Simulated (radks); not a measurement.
Q: Successive ionisation energies (eV) of one element, from differences of total energies of ions in their ground configurations, starting at charge 0: 17.754, 34.765, 62.998, 87.651, 114.19, 155.01, 184.98, 949.18, 1097.5. All-electron calculation, non-relativistic Kohn-Sham, PBEsol, spin-polarised, spherical densities, point nucleus; open shells are filled with parallel spins first. Program: a radial shooting solver on a logarithmic mesh with Libxc functionals. Which element is it?

A: Fluorine (Z = 9). The first species listed is F in [He] 2s2 2p5, the last F8+ in 1s1.
